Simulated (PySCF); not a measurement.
**Ba+ (barium, charge +1) across methods**

[Xe] 6p1, 2P determinant (an excited configuration). Computed with PySCF 2.14 in def2-TZVPPD with the def2 core potential (46 electrons) (6s4p3d1f, 40 functions), with a scalar-relativistic core potential.

```tsv
method	E (hartree)	mean ε 5p α (eV)	mean ε 5p β (eV)	mean ε 6p α (eV)	Σ⟨r²⟩ (bohr²)	⟨S²⟩
MN15	-25.1221	-28.643	-28.564	-5.354	68.38	0.750
PBE0	-25.1641	-28.049	-28.009	-6.242	68.17	0.750
LDA	-25.0775	-26.363	-26.324	-5.856	67.99	0.750
r2SCAN	-25.1776	-27.016	-27.009	-5.872	68.01	0.750
UHF	-24.84713	-31.623	-31.564	-6.870	70.08	0.750
wB97X-V	-25.1465	-30.613	-30.586	-7.047	68.80	0.750
wB97X	-25.1671	-30.576	-30.571	-7.040	68.93	0.750
PBE	-25.1812	-26.506	-26.470	-5.929	67.86	0.750
```

Task: Estimate the same row for BP86.

Result: E (hartree) = -25.2267; mean ε 5p α (eV) = -26.596; mean ε 5p β (eV) = -26.571; mean ε 6p α (eV) = -5.998; Σ⟨r²⟩ (bohr²) = 67.71; ⟨S²⟩ = 0.750.

Energies and moments cover only the electrons outside the core potential. Spin-orbit coupling, absent here, splits the open shell strongly.
